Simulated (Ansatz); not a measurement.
## Molecular dynamics of Y16C

Input:

```yaml
accuracy: low
crystal:
  lattice:
    - [-3.65, -6.321985, 0.0]
    - [5.475, -3.160993, 0.0]
    - [0.0, 0.0, 11.4683]
  atoms:
    - { symbol: "Y", position: [0.74996916, 0.50184309, 0.00261152] }
    - { symbol: "Y", position: [0.50207504, 0.33258282, 0.24755603] }
    - { symbol: "Y", position: [0.74974128, 0.5085421, 0.49717947] }
    - { symbol: "Y", position: [0.49275467, 0.32442174, 0.74500774] }
    - { symbol: "Y", position: [0.50207051, 0.00074953, 0.0023541] }
    - { symbol: "Y", position: [0.25015577, 0.83270981, 0.24622166] }
    - { symbol: "Y", position: [0.49255091, 0.00903388, 0.50501211] }
    - { symbol: "Y", position: [0.24978715, 0.8510332, 0.74862217] }
    - { symbol: "Y", position: [0.25015612, 0.50058992, 0.00367279] }
    - { symbol: "Y", position: [-0.00209531, 0.33282211, 0.24735765] }
    - { symbol: "Y", position: [0.24979279, 0.48199584, 0.5014217] }
    - { symbol: "Y", position: [0.00732949, 0.32444177, 0.7449947] }
    - { symbol: "Y", position: [-0.0020938, 0.00051193, 0.00255197] }
    - { symbol: "Y", position: [0.74996706, 0.83152244, 0.247352] }
    - { symbol: "Y", position: [0.00751511, 0.00899971, 0.50501995] }
    - { symbol: "Y", position: [0.74973947, 0.8248504, 0.75281107] }
    - { symbol: C, position: [0.24834587, 0.16664541, 0.62470628] }
basis:
  ecutwfc: 420.0
kpoints:
  mp_grid: { grid: [2, 2, 1] }
hamiltonian:
  xc: pbe
  dispersion: d3bj
scf:
  occupations: { method: fermi_dirac, width: 0.1 }
  lower_state_search: "off"
md:
  timestep: 1
  n_steps: 300
  ensemble: nvt_nose_hoover
  temperature: 600.0
  initial_velocities: maxwell_boltzmann
  seed: 155478
  nose_hoover: { tau: 100.0, chain_length: 5 }
```

Command:

```bash
$ ansatz run input.yaml --threads 2 --pin off --max-ram 5120MiB --backend cpu --events-out ev --progress --plain --runs-dir out
```

It starts from a partly relaxed structure (largest force component 0.07 eV/Å).

Output, in part (step lines):

```
md step     0: t =     0.00 fs  T =   600.0 K  F+E_penalty+E_count = -61835.94550643 eV  E_kin = 1.240896 eV  conserved = -61834.70461044 eV  (8 SCF iters)
md step     1: t =     1.00 fs  T =   599.5 K  F+E_penalty+E_count = -61835.94450457 eV  E_kin = 1.239893 eV  conserved = -61834.70461126 eV  (7 SCF iters)
md step     2: t =     2.00 fs  T =   598.1 K  F+E_penalty+E_count = -61835.94162758 eV  E_kin = 1.237017 eV  conserved = -61834.70461133 eV  (7 SCF iters)
md step     3: t =     3.00 fs  T =   595.8 K  F+E_penalty+E_count = -61835.93687870 eV  E_kin = 1.232270 eV  conserved = -61834.70461056 eV  (7 SCF iters)
md step     4: t =     4.00 fs  T =   592.6 K  F+E_penalty+E_count = -61835.93027579 eV  E_kin = 1.225671 eV  conserved = -61834.70460891 eV  (7 SCF iters)
md step     5: t =     5.00 fs  T =   588.6 K  F+E_penalty+E_count = -61835.92185155 eV  E_kin = 1.217255 eV  conserved = -61834.70460615 eV  (3 SCF iters)
md step     6: t =     6.00 fs  T =   583.6 K  F+E_penalty+E_count = -61835.91165374 eV  E_kin = 1.207072 eV  conserved = -61834.70460243 eV  (3 SCF iters)
md step     7: t =     7.00 fs  T =   577.9 K  F+E_penalty+E_count = -61835.89974533 eV  E_kin = 1.195185 eV  conserved = -61834.70459813 eV  (2 SCF iters)
[... lines left out ...]
md step   299: t =   299.00 fs  T =   422.9 K  F+E_penalty+E_count = -61834.63453192 eV  E_kin = 0.874666 eV  conserved = -61834.70438444 eV  (3 SCF iters)
md step   300: t =   300.00 fs  T =   414.8 K  F+E_penalty+E_count = -61834.61512584 eV  E_kin = 0.857869 eV  conserved = -61834.70435975 eV  (7 SCF iters)
```

The steps, from the saved trajectory:

```csv
time (fs),T (K),potential energy less start (eV),conserved less start (meV/atom)
0.0,600,0.000,0.00
10.0,556,0.091,0.00
20.0,454,0.304,0.01
30.0,354,0.516,0.01
40.0,273,0.694,0.01
50.0,189,0.880,0.01
60.0,110,1.055,0.01
70.0,87,1.115,0.01
80.0,147,1.009,0.01
90.0,242,0.846,0.01
100.0,322,0.730,0.01
110.0,386,0.654,0.01
120.0,445,0.584,0.01
130.0,472,0.573,0.01
140.0,454,0.649,0.01
150.0,420,0.751,0.01
160.0,382,0.858,0.01
170.0,337,0.980,0.01
180.0,306,1.072,0.01
190.0,326,1.060,0.01
200.0,393,0.962,0.01
210.0,451,0.887,0.01
220.0,482,0.874,0.01
230.0,522,0.843,0.01
240.0,603,0.728,0.01
250.0,666,0.650,0.00
260.0,623,0.782,0.01
270.0,523,1.023,0.02
280.0,496,1.107,0.01
290.0,488,1.152,0.00
300.0,415,1.330,0.01
```

The run went to its last step. The conserved energy stayed within 0.018 meV per atom of its start (net change 0.015 meV per atom), so the integration is sound. The mean temperature of the second half is 22 % below the set value. A run of 0.3 ps of so small a system gives no equilibrium averages. Limits of this set-up: coarse k mesh, low accuracy level.

Mean squared displacements from the first frame to the last, about the centre of mass: Y 0.04 Å², C 0.07 Å².

Last frame:

```xyz
17
Lattice="-3.6500 -6.3220 0.0000 5.4750 -3.1610 0.0000 0.0000 0.0000 11.4683" Properties=species:S:1:pos:R:3
Y -0.022 -6.175 0.092
Y 0.112 -4.263 2.815
Y -0.158 -6.313 5.795
Y -0.109 -4.332 8.459
Y -1.913 -3.265 -0.088
Y 3.926 -4.292 2.773
Y -1.759 -3.213 5.915
Y 3.803 -4.171 8.769
Y 1.687 -3.162 0.166
Y 1.983 -1.210 2.814
Y 1.735 -3.153 5.608
Y 1.696 -1.048 8.486
Y -0.035 0.079 -0.077
Y 1.776 -7.093 2.670
Y 0.114 -0.189 5.913
Y 1.788 -7.175 8.693
C -0.151 -2.305 7.194
```

Run time: 8.4 min on 2 threads of AMD EPYC 9R45 96-Core Processor (Zen 5), on a shared host, peak memory 1.1 GiB.
